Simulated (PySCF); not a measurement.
**A failing input for RbBr⁻**

```python
from pyscf import gto, dft

mol = gto.M(
    atom='Rb 0 0 0; Br 0 0 2.741',
    basis='sbkjc',
    ecp={'Rb': 'sbkjc', 'Br': 'sbkjc'},
    charge=-1,
    spin=1,
    verbose=3,
)
mf = dft.UKS(mol, xc='lda,vwn')
mf.max_cycle = 3
mf.kernel()
mf.stability(internal=True, external=True)
mf.dip_moment()
print('orbital energies (hartree):', [e[max(0, n-3):n+3].round(4) for e, n in zip(mf.mo_energy, mol.nelec)])
```

```bash
$ python input.py
```

The log, shortened:

```
SCF not converged.
SCF energy = -13.5785876746447 after 3 cycles  <S^2> = 0.75025498  2S+1 = 2.000255
<class 'pyscf.dft.uks.UKS'> wavefunction is stable in the internal stability analysis
<class 'pyscf.dft.uks.UKS'> wavefunction is stable in the real -> complex stability analysis

WARN: System has nonzero charge -1; the dipole moment is origin-dependent.
Location of origin: [0. 0. 0.]

Dipole moment(X, Y, Z, Debye): -0.00000,  0.00000, -4.92559
orbital energies (hartree): [array([-0.0368, -0.0368,  0.0404,  0.075 ,  0.075 ,  0.0929]), array([-0.0373, -0.0362, -0.0362,  0.0597,  0.0823,  0.0823])]
```

Which setting is at fault, why, and what does a mended input give?

The cycle limit (3): the limit is below the number of cycles that the SCF needs. With this edit
```diff
- mf.max_cycle = 3
```
the run finishes: E(SCF) = -13.578748 Eh, ⟨S²⟩ = 0.750, internal stable; real -> complex stable.

The basis has no diffuse functions, which an anion needs. The bond length is a typed value, not an optimised one. The dipole of an ion depends on the origin. No search for the lowest solution was made.
